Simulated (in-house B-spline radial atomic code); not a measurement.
Ionising As⁸⁺ with different functionals

Computed with a B-spline radial code for spherical atoms: scalar-relativistic (spin-free X2C) Hamiltonian, Fermi nucleus of rms radius 4.0968 fm, spin-polarised at highest spin, spherical fractional occupations for the functionals, and exact exchange of hybrids averaged over the configuration. The ionisation energy is the difference of two self-consistent energies, [Ar] 3d7 → [Ar] 3d6, without Breit or QED terms; ε is the level of the shell that loses the electron (its least bound occupied spin orbital). There is no spin-orbit coupling in this Hamiltonian.

| method | rung | ΔSCF (eV) | -ε(3d) (eV) |
| --- | --- | --- | --- |
| PBE0 | global hybrid | 214.53 | 202.75 |
| B3LYP | global hybrid | 214.73 | 201.93 |
| TPSSh | global hybrid | 214.39 | 199.68 |
| M06-2X | global hybrid | 214.44 | 208.35 |
| BHandHLYP | global hybrid | 214.23 | 207.37 |
| r2SCAN0 | global hybrid | 214.08 | 202.51 |
| B97-1 | global hybrid | 214.61 | 202.03 |
| HSE06 | range-separated hybrid | 214.46 | 202.25 |
| wB97X | range-separated hybrid | 214.28 | 204.45 |
| CAM-B3LYP | range-separated hybrid | 214.64 | 203.92 |
| LC-wPBE | range-separated hybrid | 214.69 | 203.84 |

**Question.** Among the functionals, which spreads more, the ΔSCF values or the orbital energies?

**Answer.** The orbital energies: ΔSCF values span about 0.65 eV and the orbital energies 8.67 eV; here energy differences depend much less on the functional than eigenvalues do.

**Question.** How do they compare with the NIST value?

**Answer.** NIST lists 213 eV ± 2.2 (tabulated theory, ground level to ground level). Errors run from +1.08 to +1.73 eV; all lie within about twice that uncertainty, so the table can't rank the methods.
